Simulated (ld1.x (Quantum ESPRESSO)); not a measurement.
# Ge ultrasoft: all-electron and pseudo phase curves

* Element: germanium
* Generator: ld1.x (Quantum ESPRESSO) 7.5
* Type: ultrasoft
* Functional: PBE
* Relativity: scalar-relativistic
* Frozen core: [Ar] 3d10
* Valence charge: 4
* Reference configuration: 4s2 4p2
* Partial waves: 4s (bound): rcut 1.50, rcutus 1.75 bohr; 4s channel at -0.55 Ry: rcut 1.50, rcutus 1.75 bohr; 4p (bound): rcut 2.35, rcutus 2.75 bohr; 4p channel at 0.15 Ry: rcut 2.35, rcutus 2.75 bohr; 4d channel at 0.15 Ry: rcut 2.05, rcutus 2.20 bohr
* Local potential: all-electron potential smoothed inside 2.65 bohr (lloc = -1)
* Core correction: Bessel-smoothed model core inside 0.85 bohr
* Augmentation charge: PSQ, radius 1.25 bohr

The phase is arctan(r·u′/u) with u = r·R(r), unwrapped; energies in Ry, scanned from -3 to 5 Ry. A pole is an energy at which the radial function vanishes at the test radius. The pseudo phase is shifted by a multiple of π to meet the all-electron one at the reference energy, and phase errors are pseudo minus all-electron; the curves can meet again beyond the range given. Levels narrower than the energy grid can be missing from the lists of poles. n/a: not evaluated, since a narrow level or a reset projector energy made the automatic matching unsafe.

Problem. For each channel, where are the poles, and over which energies does the pseudopotential scatter like the atom?

Solution.

```tsv
channel	radius (bohr)	reference energy (Ry)	poles, all-electron	poles, pseudo	unbroken range about the reference energy with phases within 0.05 rad	phase error 1 Ry above the reference energy (rad)
s	3.01	-0.86	-0.42, 4.73	-0.42, 4.50	the whole range	-0.000
p	3.01	-0.29	0.53	0.53	below 2.4	-0.000
d	3.01	0.15	2.19	2.03	n/a	n/a
```

Phases in the d channel:

| E (Ry) | all-electron | pseudo |
| --- | --- | --- |
| -3.00 | 1.381 | -1.759 |
| -2.76 | 1.372 | -1.766 |
| -2.52 | 1.361 | -1.775 |
| -2.28 | 1.339 | -1.784 |
| -2.04 | -1.776 | -1.796 |
| -1.80 | -1.802 | -1.809 |
| -1.56 | -1.820 | -1.824 |
| -1.32 | -1.839 | -1.843 |
| -1.08 | -1.863 | -1.866 |
| -0.84 | -1.894 | -1.896 |
| -0.60 | -1.934 | -1.936 |
| -0.36 | -1.991 | -1.992 |
| -0.12 | -2.077 | -2.078 |
| 0.12 | -2.224 | -2.224 |
| 0.36 | -2.509 | -2.511 |
| 0.60 | -3.098 | -3.112 |
| 0.84 | -3.827 | -3.856 |
| 1.08 | -4.241 | -4.268 |
| 1.32 | -4.442 | -4.468 |
| 1.56 | -4.556 | -4.581 |
| 1.80 | -4.630 | -4.657 |
| 2.04 | -4.684 | -4.715 |
| 2.28 | -4.728 | -4.764 |
| 2.52 | -4.767 | -4.812 |
| 2.76 | -4.804 | -4.863 |
| 3.00 | -4.843 | -4.925 |
| 3.24 | -4.887 | -5.011 |
| 3.48 | -4.943 | -5.153 |
| 3.72 | -5.022 | -5.444 |
| 3.96 | -5.149 | -6.133 |
| 4.20 | -5.396 | -6.971 |
| 4.44 | -5.960 | -7.358 |
| 4.68 | -6.803 | -7.530 |
| 4.92 | -7.275 | -7.624 |
